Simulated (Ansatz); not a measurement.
Ansatz (an electronic-structure program) input:

Ansatz 0.2 input:
```yaml
crystal:
  periodic: [false, false, false]
  atoms:
    - {symbol: B, position_ang: [-0.80130280, 0.03717200, -0.01324711]}
    - {symbol: N, position_ang: [0.63022564, -0.02923583, 0.01041887]}
    - {symbol: H, position_ang: [-1.44493786, -0.80676648, 0.54991677]}
    - {symbol: H, position_ang: [-1.34513778, 0.93619658, -0.59604221]}
    - {symbol: H, position_ang: [1.20992710, 0.53957348, 0.63517377]}
    - {symbol: H, position_ang: [1.17508306, -0.65021282, -0.59574486]}
basis:
  gaussian:
    orbitals: aug-cc-pVTZ
total_charge: 1
magnetization: {spin_polarized: true, initial_magnetization: 1}
correlation: {method: ccsd_t, electrons: outside_noble_gas}
```

Question: Which total energy does the run end on?

Answer: -81.50338 Eh (CCSD(T)/aug-cc-pVTZ). The basis has 184 functions.
